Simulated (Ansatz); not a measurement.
C2H5Cu⁻, that is Cu(C2H4)H with one electron more. Total charge -1; doublet. Geometry r2SCAN-D4/def2-TZVP, that of the neutral singlet; atoms count from 1.

```xyz
8

Cu    0.225    1.122   -0.648
C    -0.082   -0.206    0.906
C    -0.136   -0.878   -0.278
H     0.835   -0.153    1.485
H    -0.984    0.158    1.390
H    -1.081   -1.072   -0.776
H     0.738   -1.383   -0.681
H     0.485    2.411   -1.398
```

The highest occupied level of the charge -1 doublet lies above zero (up to 1.82 eV). Energy differences put its binding near zero (-0.03 eV; vertical, to the charge 0 singlet, at PBE0-D4/def2-TZVPD), which leaves it undecided.

Question: Estimate the Mulliken populations from the PBE0/def2-TZVPD orbitals of Ansatz.

Answer: 
| atom | charge (e) | spin (α − β) | d electrons |
| --- | --- | --- | --- |
| Cu1 | -1.07 | 0.40 | 9.78 |
| C2 | -0.30 | 0.36 | – |
| C3 | -0.30 | 0.36 | – |
| H4 | 0.12 | -0.02 | – |
| H5 | 0.12 | -0.02 | – |
| H6 | 0.12 | -0.02 | – |
| H7 | 0.12 | -0.02 | – |
| H8 | 0.20 | -0.03 | – |
Mulliken values and Mayer orders depend strongly on the basis. With diffuse functions, as here, like atoms can get unlike values, and bond orders can come out too low or too high.

Question: Where does the spin sit?

Answer: Summed by element: Cu 0.40, C 0.71, H -0.12, of 1 unpaired in all. Largest on single atoms: Cu1 0.40, C3 0.36, C2 0.36.

Question: And the Mayer bond orders between bonded heavy atoms (over 0.3)?

Answer: Cu1–C2 0.31 (2.07 Å); Cu1–C3 0.31 (2.07 Å); C2–C3 1.03 (1.36 Å).
